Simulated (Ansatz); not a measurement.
`[CH3][Al]([OH])[SiH2]O` + H–F → `[CH3][Al]([OH])[SiH2]F` + H₂O  (ligand exchange at the Si–O bond)

Isolated molecules relaxed with PBE0-D4/def2-TZVP in Ansatz; ΔE leaves out vibrations. CBS: MP2 limit from def2 TZ/QZ plus the TZ coupled-cluster correction, frozen cores. This one scheme is used for every species. Functionals use def2-TZVPP. One conformer a species, not always the lowest.

```json
{"level": "r2SCAN-D4", "ΔE (kcal/mol)": "-11.8"}
{"level": "ωB97X-V", "ΔE (kcal/mol)": "-12.0"}
```

**Question.** What does CCSD(T)/CBS give? (Estimate.)

**Answer.** Ansatz gave: -11.5 kcal/mol. The listed levels differ from it by -0.3, -0.5 kcal/mol.

Largest T1 diagnostic among the species: 0.012.

In def2-TZVPP, CCSD(T) changes the Hartree–Fock value by +2.3 kcal/mol (the triples alone add +0.4 kcal/mol) and MP2 by +2.7 kcal/mol.
